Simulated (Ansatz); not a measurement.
A made-up structure of InNH4S, singlet:

N1  (0.854, -0.366, -0.678)
In2  (-0.629, 0.720, -0.206)
S3  (-0.850, 0.162, 1.751)
H4  (1.210, -1.285, -0.233)
H5  (0.864, -0.417, -1.528)
H6  (-1.578, 2.026, -1.067)
H7  (0.130, -0.840, 1.961)
(Å)

It is relaxed with PBE-D4/def2-SVP and then PBE0-D4/def2-TZVP (Ansatz 0.2.0). Atoms count as bonded within 1.22 times the sum of their covalent radii (H–H: 0.88 Å). The end point is not checked to be a true minimum.

(1) Does its bonding change? (A judgement: the text doesn't fix the answer.)

Answers

(1) The calculation gives: No: no bond forms or breaks.

Where it ends: The first stage lowers the energy by 3.18 eV in 8 steps. It ends as InNH₄S ([NH2][InH][SH]):
N1  (0.927, -0.378, -0.907)
In2  (-0.606, 0.674, -0.145)
S3  (-1.051, 0.220, 2.156)
H4  (1.238, -1.223, -0.454)
H5  (1.044, -0.454, -1.905)
H6  (-1.458, 1.877, -0.998)
H7  (-0.094, -0.717, 2.252)
(Å)

Labels in which every atom is bracketed show which atoms are joined, not bond orders.

For scale, one of the runs: PBE0-D4/def2-TZVP relaxation, 142 basis functions, launched by `ansatz run in.yaml --threads 2 --pin off --events-out ev --progress --plain --max-ram 4352MiB`. Hardware: 2 CPU threads of an Arm Neoverse V2, shared host. Wall time about 24 s.
